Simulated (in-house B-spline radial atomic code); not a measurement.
# RPA and G0W0 on BLYP: Xe VIII (Xe7+)

Configuration [Kr] 4d10 5s1, highest spin, mean-field start BLYP. Computed with a B-spline radial code for spherical atoms: all electrons, non-relativistic, point nucleus, each spin shell either full or empty, empty states to l = 9 with an (l + 1/2)⁻⁴ tail; G0W0 by contour deformation at full frequency.

Without relativity these are model numbers: it shifts the levels of so heavy an element strongly and can reorder them.

Command:
```bash
python run_gw.py task.json out
```
Settings (radii: box in bohr, nucleus in fm):
```
Z                        54
electrons                47
configuration            [Kr] 4d10 5s1
hamiltonian              nr
method                   b88,lyp
lmax                     9
spin_polarised           True
box_radius               8.41
intervals                51
ion_configuration        [Kr] 4d10
```

Time taken, with all properties: 8.4 s on 1 thread of Arm Neoverse N1, with other jobs on the host.

Energies (hartree):

```tsv
term	value
mean-field total	-7223.30502
Hartree-Fock functional on these orbitals	-7220.82155
direct second order	-4.1966
second-order exchange	1.1544
SOSEX correction	1.082
```

Problem. What is the RPA correlation energy, and what remains with SOSEX?

Solution. RPA gives -3.7338 hartree (-2.16 eV per electron); RPA + SOSEX gives -2.6519, and the second-order doubles -3.0422 hartree (no singles). RPA lacks exchange-type terms and so overcorrelates at short range.

Quasi-particle levels (eV):

| level | occupied | mean field | Σx - vxc | Σc | QP weight | G0W0 |
| --- | --- | --- | --- | --- | --- | --- |
| 5s up | yes | -97.19 | -3.76 | ? | ? | ? |
| 4d down | yes | -152.16 | -13.27 | 0.56 | 0.957 | -164.86 |
| 4d up | yes | -152.47 | -13.31 | 0.58 | 0.954 | -165.20 |
| 5s down | no | -95.99 | 9.81 | -3.24 | 0.951 | -89.42 |

G0W0 = mean field + (Σx - vxc) + Σc, with Σc (partial-wave tail included) taken at the quasi-particle energy. Only the outer levels were computed. Levels of low weight are left out.

Problem. Where does G0W0 put 5s up?

Solution. At -103.38 eV, with Σc = -2.43 eV and a quasi-particle weight of 0.971. The tabulated removal energy is 105.978 ± 0.0025 eV (NIST, measured); the calculation leaves out relativity, Breit and QED terms, and what these don't explain is the method's own error.

Problem. What does it cost to remove one electron (to [Kr] 4d10) by differences of total energies, each species on its own start (correlation terms add to the Hartree-Fock functional)?

Solution. BLYP 103.70 eV, Hartree-Fock functional 100.73 eV, + RPA 103.11 eV, + RPA + SOSEX 102.29 eV, + second order 103.30 eV. Tabulated: 105.978 ± 0.0025 eV (NIST, measured); the calculation leaves out relativity, Breit and QED terms, and what these don't explain is the method's own error.
